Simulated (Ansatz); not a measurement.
Total energies of `F/C=[C](/F)[GaH2]`.

```tsv
atom	x (Å)	y (Å)	z (Å)
F1	0.259	1.100	-1.712
C2	-0.548	1.149	-0.653
C3	-0.456	0.251	0.323
F4	-1.336	0.414	1.343
Ga5	0.805	-1.254	0.426
H6	-1.256	1.972	-0.683
H7	0.709	-2.162	1.693
H8	1.822	-1.470	-0.736
```

Total charge 0; spin multiplicity 1. Correlated methods include outer-core shells of Ga, which these sets cover unevenly. Scalar relativity is left out up to krypton. Geometry: relaxed with PBE0-D4/def2-TZVP. Basis def2-TZVPP, the Gaussian-basis code of Ansatz.

RPA on PBE orbitals: Hartree–Fock energy of these orbitals -2199.58245 Eh, correlation -1.60556 Eh (frozen core).

| functional | energy without D4 (Eh) | D4 term (kJ/mol) |
| --- | --- | --- |
| LDA (SPW92) | -2197.59963 | – |
| PBE | -2202.03235 | -14.9 |
| revPBE | -2202.38383 | -45.2 |
| BLYP | -2202.63959 | -33.0 |
| r2SCAN | -2202.47352 | -3.5 |
| B97M-V | -2202.17598 | – |
| PBE0 | -2202.07348 | -12.6 |
| B3LYP | -2202.66751 | -24.3 |
| r2SCANh | -2202.44651 | -3.7 |
| r2SCAN0 | -2202.40797 | -4.2 |
| HSE06 (plane-wave form) | -2202.06065 | -11.7 |
| BHLYP | -2202.46336 | -19.1 |
| CAM-B3LYP | -2202.64573 | -12.8 |
| LC-ωPBE | -2202.19823 | – |
| ωB97X-V | -2202.34527 | – |
| ωB97M-V | -2202.42728 | – |
| B2PLYP | -2202.07198 | – |
| PBE-QIDH | -2201.69565 | – |

B3LYP takes the VWN-RPA correlation (the form of Gaussian; ORCA's B3LYP/G). HSE06 is the plane-wave form, built on full-range PBE exchange. The double hybrids freeze the cores in their second-order part.

LC-ωPBE has ω = 0.4 bohr⁻¹.
